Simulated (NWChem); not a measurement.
Molecule: CH3F3OSi; SMILES CO[Si](F)(F)F

```xyz
9

C     -0.0734     2.3330     0.0015
O      0.6459     1.1205     0.0007
Si     0.0592    -0.3821     0.0002
F     -0.8528    -0.6712    -1.2795
F      1.2789    -1.4026    -0.0029
F     -0.8483    -0.6739     1.2826
H     -0.7086     2.4219     0.8979
H     -0.7073     2.4237    -0.8957
H      0.6500     3.1597     0.0028
```
Atoms are numbered in this order, from 1.

Program: NWChem. Pople sets run with spherical d functions. Coordinates come from a PBE0/def2-SVP optimisation. Vzz is the largest principal value of the second derivative of the potential at the nucleus (NWChem prints the opposite sign); η is the asymmetry. Non-relativistic.

```tsv
level	Vzz O2 (a.u.)	η O2	relative time
PBE/6-31G*	1.541	0.40	1
PBE/def2-TZVP	1.600	0.37	4
PBE0/def2-TZVP	1.622	0.38	4
PBE0/def2-SVP	1.613	0.40	1
```

Times are rough ratios from one shared machine.
